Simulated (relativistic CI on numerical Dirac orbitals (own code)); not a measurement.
**Re6+: N6,7 absorption edge**

Computed with this model: Dirac-Coulomb-Breit CI, separate exchange-only KLI orbitals for each configuration, model QED, valence Slater integrals scaled by 0.8, multiplet model of core-to-valence dipole absorption; configurations [Xe] 4f14 5d → [Xe] 4f13 5d2; 10 K; Lorentzian 0.45 eV and Gaussian 0.3 eV FWHM. Energies are those of the free ion, without screening or charge transfer. The branching ratio is the share of the lower-energy edge in the whole absorption, uncertain by about 0.02 where the edges overlap. S is read from ⟨S²⟩ = S(S + 1).

Field parameters in Wybourne normalisation: Td as Oh with Dq negative (B⁴₀ = 21Dq, B⁴₄ = √(5/14) B⁴₀). The field is a parameter set, without covalency.

free ion: ground-state S = 0.50, centroid 49.82 eV. Peaks (eV, height): 47.5 (10), 49.9 (100).

Td, 10Dq = -4450 cm⁻¹: ground-state S = 0.50, centroid 49.85 eV. Peaks (eV, height): 47.6 (10), 50.0 (100).

Td, 10Dq = -10000 cm⁻¹: ground-state S = 0.50, centroid 49.92 eV. Peaks (eV, height): 50.3 (100).

Td, 10Dq = -15600 cm⁻¹: ground-state S = 0.50, centroid 49.99 eV. Peaks (eV, height): 48.9 (52), 50.6 (100).

Strongest unbroadened transitions for Td, 10Dq = -15600 cm⁻¹:

```tsv
Energy (eV)	Relative strength
48.59	29.3
48.85	77.6
49.04	31.8
49.48	55.6
49.53	30.4
49.67	47.8
49.87	43.1
50.03	25.8
50.30	56.6
50.34	38.0
50.54	100.0
50.57	94.9
50.61	30.7
50.73	27.1
50.85	48.5
50.96	62.6
50.99	29.0
51.29	42.6
```
